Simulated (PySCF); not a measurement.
Al(H)2(OSiH3), SMILES [AlH2][O][SiH3] (H₅AlOSi) (PBE0/def2-SVP optimised geometry):

```
8

Al    -0.572     1.346     0.002
H      0.435     2.519     0.343
H     -2.102     1.564    -0.338
O      0.029    -0.244     0.000
Si     0.607    -1.787     0.000
H      0.131    -2.514     1.216
H      2.102    -1.787     0.000
H      0.133    -2.519    -1.214
```

Calculation: PBE0/def2-TZVP (PySCF).

Question: What are the frontier orbital energies and the dipole moment?

Answer: HOMO-2 -9.08 eV, HOMO-1 -8.82 eV, HOMO -8.22 eV, LUMO -1.19 eV, LUMO+1 -0.09 eV; dipole moment 0.42 D.

On the same geometry PBE/def2-TZVP in PySCF gives HOMO-2 -7.72 eV, HOMO-1 -7.44 eV, HOMO -6.88 eV, LUMO -1.97 eV, LUMO+1 -0.94 eV; dipole moment 0.40 D.

Meta-Löwdin charges at PBE0/def2-TZVP: Al1 0.75, H2 -0.15, H3 -0.15, O4 -0.85, Si5 0.75, H6 -0.11, H7 -0.12, H8 -0.12.
